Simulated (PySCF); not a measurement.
**Mayer bond orders and bond lengths**

Species: C6H6F3PS.
SMILES with atom numbers: `[CH3:1][c:2]1[p:3][c:4]([C:5]([F:6])([F:7])[F:8])[c:9]([CH3:10])[s:11]1` (hydrogens: H12, H13, H14 on C1; H15, H16, H17 on C10)

Structure used (GFN2-xTB), in Å, numbered top down from 1:
```xyz
17
C6H6F3PS angstrom
C      3.3038   -0.0912   -0.4027
C      1.8277    0.0318   -0.2323
P      0.9702    1.5149   -0.2321
C     -0.5882    0.6991    0.0185
C     -1.8253    1.5193    0.1134
F     -2.4873    1.3506    1.2762
F     -1.5591    2.8292    0.0170
F     -2.7218    1.2425   -0.8560
C     -0.6226   -0.6612    0.1198
C     -1.8328   -1.5017    0.3371
S      0.9145   -1.4228   -0.0167
H      3.7596   -0.5474    0.4766
H      3.5456   -0.7155   -1.2630
H      3.7405    0.8942   -0.5503
H     -2.5876   -1.2848   -0.4180
H     -2.2695   -1.2887    1.3131
H     -1.5747   -2.5564    0.2895
```

Bond orders from the PBE0/pcSseg-1 density (PySCF). Geometry: GFN2-xTB; no solvent, vibrations or thermal averaging.

Q: How far do the computed orders between heavy atoms stray from the drawn ones?

A: The largest departure is 0.396, at P3–C4 (drawn aromatic, 1.104), counting aromatic bonds as 1.5. The bonds drawn aromatic range from 1.10 to 1.52.

Q: Set the Mayer orders of the bonds beside their lengths.

A: 
```
   bond  drawn as  length (Å)  Mayer order
  C1–C2    single       1.491        1.040
  C2–P3  aromatic       1.713        1.437
  P3–C4  aromatic       1.777        1.104
  C4–C5    single       1.487        1.020
  C5–F6    single       1.349        0.983
  C5–F7    single       1.340        0.982
  C5–F8    single       1.349        0.985
  C4–C9  aromatic       1.365        1.517
 C9–C10    single       1.489        1.073
 C9–S11  aromatic       1.721        1.203
 S11–C2  aromatic       1.731        1.139
 C1–H12    single       1.090        0.947
 C1–H13    single       1.090        0.947
 C1–H14    single       1.088        0.950
C10–H15    single       1.089        0.933
C10–H16    single       1.090        0.934
C10–H17    single       1.087        0.941
```

By pair of heavy elements: C–C: lowest C4–C5 (1.020, 1.487 Å), highest C4–C9 (1.517, 1.365 Å); in 1 of the 6 pairs the longer bond (by over 0.003 Å) has the higher order (by 0.02 or more). C–P: lowest P3–C4 (1.104, 1.777 Å), highest C2–P3 (1.437, 1.713 Å). C–F: all 3 within 0.02 of one another (0.982 to 0.985). C–S: lowest S11–C2 (1.139, 1.731 Å), highest C9–S11 (1.203, 1.721 Å).

Q: Sum the orders of all bonds at each heavy atom with more than one neighbour and set the sums beside the valence in the SMILES.

A: C1 3.884 (drawn 4), C2 3.616 (drawn 4), P3 2.541 (drawn 3), C4 3.641 (drawn 4), C5 3.970 (drawn 4), C9 3.793 (drawn 4), C10 3.881 (drawn 4), S11 2.342 (drawn 2). Orders between atoms that aren't bonded are not in these sums.

For a closed shell the Mayer order of atoms A and B is Σ (PS)μν (PS)νμ over the basis functions μ on A and ν on B, with P the density and S the overlap matrix.

These values come from a run that also computed NMR shieldings. Cost: about 2.2 min of CPU time on one thread; the machine was shared, so the figure is rough.
